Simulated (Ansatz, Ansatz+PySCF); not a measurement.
```xyz
3

C     0.0000    0.0000   -0.1940
H     0.0000    0.9308    0.5820
H     0.0000   -0.9308    0.5820
```

Basis set: def2-SVP (spherical functions). Frozen core: 1 orbital. Charge 0, multiplicity 1.

Computed with Ansatz (development build ahead of 0.2.0); each method stands on the lowest determinant of its kind that the runs found. Restricted open shells among the atoms or ions are ROHF, correlated in semicanonical orbitals with singles.

The atomization energy at this shape (free ground-state atoms in the same class of orbitals less the molecule, no zero-point energy) of singlet CH2:

```tsv
method	atomization energy
UHF-CCSD(T)	7.16 eV
UHF-MP2	7.00 eV
RHF-MP2	6.84 eV
UHF	5.62 eV
```

Task: What does RHF give?

Result: 5.26 eV. Caution: another spin multiplicity may lie lower; the shape is not the minimum. Caution for UHF-CCSD(T), UHF-MP2, UHF: the determinant breaks the point group; the unrestricted determinant is spin contaminated. Caution for RHF-MP2, RHF: an unrestricted determinant lies well below.
